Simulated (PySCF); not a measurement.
# NMR data sheet: C9H13N

```
Formula                               : C9H13N
SMILES                                : CN(C)Cc1ccccc1
Point group of the computed structure : C1
Degrees of unsaturation               : 4
Carbon signals                        : 6
Proton signals                        : 5
```

Atoms are numbered as in `[CH3:1][N:2]([CH3:3])[CH2:4][c:5]1[cH:6][cH:7][cH:8][cH:9][cH:10]1` (H(Xn): hydrogen on atom n).

Computed data (PySCF 2.14): coordinates at the PBE0-D3(BJ)/def2-SVP level, NMR shieldings at HF/pcSseg-1/GIAO. One averaged value for each set of equivalent atoms, one conformer, no solvent model, relativity neglected.

Referencing at the same level of theory: 1H, 13C vs TMS; 15N against NH3.

| carbon | δC, type | δH (multiplicity) | HMBC from (2–3 bonds) | span of the C tensor (ppm) |
| --- | --- | --- | --- | --- |
| C1/C3 | 40.7, CH3 | 2.02 (s) | H(C4), H(C1)/H(C3) | 61 |
| C4 | 56.7, CH2 | 3.08 (s) | H(C6)/H(C10), H(C1)/H(C3) | 53 |
| C5 | 148.7, C | – | H(C6)/H(C10), H(C7)/H(C9), H(C4) | 251 |
| C6/C10 | 135.7, CH | 7.66 (d) | H(C6)/H(C10), H(C7)/H(C9), H(C8), H(C4) | 241 |
| C7/C9 | 136.1, CH | 7.49 (m) | H(C6)/H(C10), H(C7)/H(C9), H(C8) | 249 |
| C8 | 134.0, CH | 7.37 (m) | H(C6)/H(C10), H(C7)/H(C9) | 244 |

Other nuclei:
```
atoms  nucleus     environment  δ (ppm)  σ (ppm)
   N2      15N  amine nitrogen     20.8    244.9
```

1. Carbon types of the structure: 1 × C, 5 × CH, 1 × CH2, 2 × CH3, which accounts for all hydrogens.
2. δC 148.7: substituted aromatic carbon.
3. δC 136.1, 135.7, 134.0: aromatic CH; the aromatic region.
4. δC 56.7: sp3 CH2 bonded to N, on an aromatic ring; the inductive effect lowers its shielding.
5. δC 40.7: methyl carbon bonded to N; the inductive effect lowers its shielding.
6. δH 3.08: hydrogen on an sp3 CH2 bonded to N, on an aromatic ring; its carbon carries N, hence the downfield position.

Shifts are as computed. Against solution values, carbons near 30 ppm lie about -0 ppm off and those near 130 ppm about +7 ppm. Of 1211 compounds with measured shifts, 218 miss one by over three times the rms of a fit or turn the order of signals round; such compounds aren't used in these exercises. Experimental scales use liquid or dissolved standards, which lie at an offset from isolated NH3 (liquid NH3: subtract about 20 ppm). Multiplicities follow the n + 1 count of equivalent neighbours, as no J values were calculated; m marks all less simple cases, F and P coupling included.
